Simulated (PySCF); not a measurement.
A geometry optimisation on `CB(C)C1=NC=C([SiH3])C=C1`.

Computed with PBE0-D3(BJ)/def2-SVP geometry optimisation, gas phase (PySCF 2.14.0). Start geometry: GFN2-xTB. The input is one job of a driver script: a line of settings, then coordinates in Å.

Input:
```
{"job": {"xc": "PBE0", "basis": "def2-SVP", "d3": "d3bj", "grid": 2, "kind": "geom"}, "charge": 0, "multiplicity": 1}
C     -2.948948    -1.202290     0.269728
B     -2.105182     0.121299     0.207312
C     -2.803756     1.531522     0.323151
C     -0.544091     0.026590     0.041059
C      0.261331     1.126277    -0.281303
C      1.627869     0.967273    -0.420224
C      2.206044    -0.283453    -0.223700
Si     4.059686    -0.568254    -0.402960
C      1.320736    -1.313542     0.101181
N      0.019994    -1.177282     0.218719
H     -2.412575    -2.070594    -0.100964
H     -3.192861    -1.406276     1.313317
H     -3.901866    -1.125760    -0.250818
H     -3.839007     1.474294     0.650525
H     -2.809589     2.015569    -0.654306
H     -2.277714     2.208690     0.994159
H     -0.189103     2.096482    -0.430298
H      2.250276     1.814734    -0.677097
H      4.377400    -1.905997     0.095523
H      4.422073    -0.446166    -1.817742
H      4.771494     0.452240     0.370594
H      1.697375    -2.315970     0.272507
```

Task: Estimate the output.

Result: 
```
step   0  E = -642.18835179  max force = 0.014854
step   1  E = -642.19146496  max force = 0.001684
step   2  E = -642.19155292  max force = 0.000807
step   3  E = -642.19161280  max force = 0.002071
step   4  E = -642.19165503  max force = 0.001772
step   5  E = -642.19169551  max force = 0.001247
step   6  E = -642.19173575  max force = 0.000829
step   7  E = -642.19175435  max force = 0.000558
step   8  E = -642.19176435  max force = 0.000187
optimisation converged
```

Energies in Eh; «max force» is the largest Cartesian gradient component in Eh/bohr.

Task: How much energy does the optimisation release, in kJ/mol?

Result: E(step 0) − E(last step) = 0.003413 Eh, which is 9.0 kJ/mol.

In short: final energy -642.19176 Eh after 8 steps; dipole 1.84 D.

Task: Where do the atoms end?

Result: 0.230 Å rms from the input after alignment:
```
atom  x, y, z in Å
C1    -2.6666   -1.1472    0.5023
B2    -1.8397    0.1582    0.2731
C3    -2.5482    1.5606    0.1859
C4    -0.2630    0.0527    0.1207
C5     0.5565    1.1835   -0.0312
C6     1.9322    1.0344   -0.1716
C7     2.4888   -0.2497   -0.1559
Si8    4.3350   -0.5437   -0.3567
C9     1.5886   -1.3186    0.0055
N10    0.2779   -1.1829    0.1348
H11   -2.1054   -2.0658    0.2861
H12   -2.9208   -1.1613    1.5814
H13   -3.6349   -1.1401   -0.0235
H14   -3.5853    1.5527    0.5522
H15   -2.5914    1.8363   -0.8860
H16   -2.0022    2.3778    0.6834
H17    0.1114    2.1809   -0.0392
H18    2.5671    1.9183   -0.2899
H19    4.6426   -1.9689   -0.0365
H20    4.7665   -0.2538   -1.7587
H21    5.1003    0.3557    0.5592
H22    1.9671   -2.3489    0.0306
```

Task: How long does this job take on an Arm Neoverse V1 with one thread, shared host with 32 logical CPUs at a one-minute load of 43? And the peak memory of the process?

Result: About 3.9 min, with 0.95 GiB resident at the peak, the Python interpreter and its libraries included.
Labels such as C1 count atoms from 1, the log's own numbers from 0.
